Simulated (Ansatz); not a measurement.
Geometry optimisation, RKS PBE0-D4/def2-SVP in Ansatz 0.2.0.

Input file:

```yaml
crystal:
  periodic: [false, false, false]
  atoms:
    - { symbol: Zn, position_ang: [0.05489, -0.409747, -0.453656] }
    - { symbol: H, position_ang: [0.148896, 0.724886, 2.134649] }
    - { symbol: O, position_ang: [0.867378, -1.931752, -0.054509] }
    - { symbol: H, position_ang: [0.054419, 1.161562, 1.589828] }
    - { symbol: S, position_ang: [-0.816779, 1.608847, -0.889008] }
    - { symbol: H, position_ang: [0.294607, -2.702425, -0.106221] }
    - { symbol: H, position_ang: [-0.603311, 1.548429, -2.221083] }
basis:
  gaussian: { orbitals: def2-SVP }
hamiltonian:
  xc: pbe0
  dispersion: d4
relax:
  f_tol: 0.03
  max_steps: 50
```

Run as:

```bash
$ ansatz run input.yaml --threads 2 --pin off --max-ram 3072MiB --backend cpu --events-out ev --progress --plain --runs-dir out
```

**Question.** Where does it end, and by what steps?

**Answer.** It converged. The force dipped under the threshold on the way, but the program's further checks kept it going. After 37 steps the energy has fallen by 0.210 eV; H4 moved furthest, 1.72 Å.

```json
{"step": "0", "energy less start (eV)": "0.0000", "largest force component (eV/Å)": "1.941", "accepted": "yes"}
{"step": "2", "energy less start (eV)": "-0.1271", "largest force component (eV/Å)": "0.191", "accepted": "yes"}
{"step": "4", "energy less start (eV)": "-0.1353", "largest force component (eV/Å)": "0.171", "accepted": "yes"}
{"step": "6", "energy less start (eV)": "-0.1517", "largest force component (eV/Å)": "0.381", "accepted": "yes"}
{"step": "8", "energy less start (eV)": "-0.1575", "largest force component (eV/Å)": "0.738", "accepted": "no"}
{"step": "10", "energy less start (eV)": "-0.1751", "largest force component (eV/Å)": "0.074", "accepted": "yes"}
{"step": "12", "energy less start (eV)": "-0.1770", "largest force component (eV/Å)": "0.010", "accepted": "yes"}
{"step": "14", "energy less start (eV)": "-0.1782", "largest force component (eV/Å)": "0.067", "accepted": "yes"}
{"step": "16", "energy less start (eV)": "-0.1542", "largest force component (eV/Å)": "1.390", "accepted": "no"}
{"step": "18", "energy less start (eV)": "-0.1796", "largest force component (eV/Å)": "0.102", "accepted": "yes"}
{"step": "20", "energy less start (eV)": "-0.1809", "largest force component (eV/Å)": "0.084", "accepted": "yes"}
{"step": "22", "energy less start (eV)": "-0.1830", "largest force component (eV/Å)": "0.420", "accepted": "yes"}
{"step": "24", "energy less start (eV)": "-0.1895", "largest force component (eV/Å)": "0.167", "accepted": "yes"}
{"step": "26", "energy less start (eV)": "-0.1914", "largest force component (eV/Å)": "0.110", "accepted": "yes"}
{"step": "28", "energy less start (eV)": "-0.1946", "largest force component (eV/Å)": "0.355", "accepted": "no"}
{"step": "30", "energy less start (eV)": "-0.2016", "largest force component (eV/Å)": "0.054", "accepted": "yes"}
{"step": "32", "energy less start (eV)": "-0.2050", "largest force component (eV/Å)": "0.233", "accepted": "yes"}
{"step": "34", "energy less start (eV)": "-0.2092", "largest force component (eV/Å)": "0.030", "accepted": "yes"}
{"step": "36", "energy less start (eV)": "-0.2101", "largest force component (eV/Å)": "0.048", "accepted": "yes"}
{"step": "37", "energy less start (eV)": "-0.2102", "largest force component (eV/Å)": "0.026", "accepted": "yes"}
```

```xyz
7
Properties=species:S:1:pos:R:3
Zn -0.101 0.126 -0.788
H 0.555 -0.170 2.255
O 0.764 -1.137 0.120
H 0.388 0.144 2.933
S -1.037 1.733 -1.898
H 0.210 -1.843 0.470
H -0.779 1.146 -3.091
```

The run took 47 s on 2 threads of Intel(R) Xeon(R) 6975P-C (Granite Rapids), with other jobs on the host, peak memory 0.2 GiB.
